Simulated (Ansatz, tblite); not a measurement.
Forces on cis-Mg(H2O)2(hfac)2 (C10H6F12MgO6) at its r2SCAN-D4/def2-SVP geometry. The state is a singlet with charge 0.

The xTB rows come from tblite. Single mean-field runs in def2-TZVP are fitted with def2-universal-jkfit.

GFN1-xTB (tblite), largest force 0.93 eV/Å:

```xyz
35
positions Å, forces eV/Å
C    -0.555    0.693    1.760    0.223   -0.664   -0.403
C    -1.697    1.698    1.978   -0.250    0.239    0.040
C     0.707    0.960    2.320   -0.093   -0.147    0.017
C     1.780    0.078    2.130   -0.328   -0.618   -0.571
C     3.108    0.361    2.845    0.356    0.048    0.113
C    -1.503   -0.862   -2.178    0.652   -0.343    0.530
C    -2.749   -1.391   -2.899   -0.315   -0.155   -0.100
C    -1.185    0.500   -2.279    0.164   -0.062   -0.019
C    -0.012    1.012   -1.694    0.217   -0.686    0.358
C     0.275    2.518   -1.794    0.052    0.347   -0.013
F    -2.728    1.100    2.589    0.117    0.172   -0.066
F    -2.124    2.147    0.789    0.005   -0.013    0.218
F    -1.333    2.755    2.715   -0.099   -0.155   -0.109
F     4.121    0.311    1.968   -0.103    0.045    0.206
F     3.328   -0.577    3.778    0.018    0.217   -0.108
F     3.137    1.556    3.446    0.034   -0.181   -0.065
F    -3.551   -2.013   -2.023    0.049    0.088   -0.198
F    -2.390   -2.285   -3.832   -0.136    0.160    0.097
F    -3.459   -0.428   -3.499    0.076   -0.162    0.060
F     1.463    2.726   -2.375   -0.199    0.060    0.067
F     0.321    3.040   -0.559    0.007   -0.002   -0.225
F    -0.653    3.184   -2.493    0.175   -0.072    0.106
Mg    0.460   -1.370   -0.054    0.017   -0.046    0.007
O    -0.305   -3.172    0.717   -0.429    0.045    0.094
O     2.128   -2.314   -0.915    0.302    0.281   -0.096
O    -0.882   -0.301    1.064    0.532    0.404    0.372
O     1.795   -0.971    1.430   -0.419    0.760    0.339
O    -0.868   -1.753   -1.549   -0.131    0.885   -0.270
O     0.860    0.372   -1.055   -0.666    0.017   -0.372
H    -0.981   -3.445    0.076    0.297    0.126    0.176
H    -0.777   -3.065    1.556    0.191   -0.013   -0.271
H     2.854   -2.137   -0.294   -0.319   -0.074   -0.173
H     2.417   -1.950   -1.764   -0.123   -0.118    0.267
H     0.849    1.857    2.920   -0.042   -0.224   -0.130
H    -1.849    1.167   -2.824    0.170   -0.159    0.121
```

GFN2-xTB (tblite), largest force 1.36 eV/Å:

```
C 0.661 -0.799 -0.480
C 0.328 0.041 0.062
C -0.149 -0.137 0.028
C -0.757 -0.729 -0.870
C -0.229 0.185 -0.028
C 1.066 -0.189 0.825
C 0.076 0.299 0.056
C 0.197 -0.020 -0.022
C -0.044 -1.065 0.409
C -0.280 -0.160 -0.075
F -0.033 0.179 -0.040
F -0.103 0.026 0.151
F -0.269 -0.084 -0.108
F 0.033 0.000 0.173
F 0.149 0.157 -0.029
F 0.217 -0.199 -0.001
F -0.040 -0.031 -0.170
F -0.203 0.036 0.019
F -0.060 -0.283 -0.008
F -0.086 0.158 0.050
F 0.067 0.092 -0.150
F 0.264 0.089 0.118
Mg -0.154 0.474 0.025
O -0.414 0.188 -0.023
O 0.206 0.380 0.037
O 0.491 0.356 0.277
O -0.323 0.839 0.343
O -0.255 0.890 -0.275
O -0.600 -0.006 -0.272
H 0.379 0.119 0.140
H 0.236 0.009 -0.224
H -0.380 -0.127 -0.137
H -0.177 -0.123 0.216
H -0.072 -0.332 -0.215
H 0.260 -0.234 0.199
```

PBE-D4/def2-TZVP (Ansatz), largest force 0.72 eV/Å:

```
C 0.304 0.061 0.174
C 0.354 -0.235 -0.047
C 0.024 0.002 0.022
C -0.277 0.289 0.081
C -0.400 0.002 -0.180
C 0.058 0.388 -0.072
C 0.335 0.249 0.191
C -0.023 -0.014 -0.020
C -0.295 -0.120 -0.163
C -0.130 -0.403 0.008
F -0.563 -0.299 0.345
F -0.271 0.249 -0.523
F 0.149 0.544 0.369
F 0.541 0.008 -0.418
F 0.137 -0.484 0.508
F 0.055 0.573 0.294
F -0.459 -0.321 0.434
F 0.169 -0.473 -0.521
F -0.373 0.442 -0.302
F 0.627 0.137 -0.329
F 0.054 0.319 0.545
F -0.443 0.364 -0.349
Mg -0.057 0.173 0.004
O 0.190 -0.100 0.026
O -0.097 -0.197 -0.015
O -0.154 -0.277 -0.135
O 0.040 -0.362 -0.179
O 0.180 -0.317 0.159
O 0.299 -0.143 0.115
H -0.150 -0.065 -0.213
H -0.067 0.052 0.231
H 0.167 0.036 0.205
H 0.020 0.089 -0.240
H -0.012 -0.094 -0.062
H 0.068 -0.070 0.057
```
